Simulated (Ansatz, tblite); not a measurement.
Removing an electron: InAs₂⁻. Charge -1, multiplicity 1. Geometry: r2SCAN-D4/def2-TZVPD. Ansatz, gas phase; energy differences of separate SCF runs; the oxidised species was run as a doublet alone.

```
atom   x (Å)   y (Å)   z (Å)
 In1   1.233   0.890   0.690
 As2   0.148  -1.077  -0.896
 As3  -1.381   0.188   0.206
```

In the def2 sets In takes a core potential; there is no spin–orbit coupling. The xTB rows come from tblite. The structure comes from a short search, and lower isomers may exist.

| level | −HOMO (eV) | vertical IE (eV) | −LUMO (eV) | HOMO–LUMO gap (eV) | remarks |
| --- | --- | --- | --- | --- | --- |
| GFN1-xTB | 5.97 | 5.66 | 5.23 | 0.74 | – |
| PBE-D4/def2-TZVPD | -0.51 | 1.81 | -1.10 | 0.58 | HOMO above zero (-1 singlet) |
| PBE0-D4/def2-TZVPD | 0.27 | 1.87 | -1.80 | 2.07 | – |

(1) Estimate the rows for GFN2-xTB, r2SCAN-D4/def2-TZVPD.

Answers

(1) 
```
               level  −HOMO (eV)  vertical IE (eV)  −LUMO (eV)  HOMO–LUMO gap (eV)                       remarks
            GFN2-xTB        2.23              4.44        1.41                0.83                             –
r2SCAN-D4/def2-TZVPD       -0.36              1.86       -1.09                0.73  HOMO above zero (-1 singlet)
```

  A HOMO above zero means that the electron is unbound at that level or that self-interaction error raises the level; the energy of removing that electron tells which. Raw xTB energy differences between charge states are shifted by several eV; the methods need an empirical correction for them.
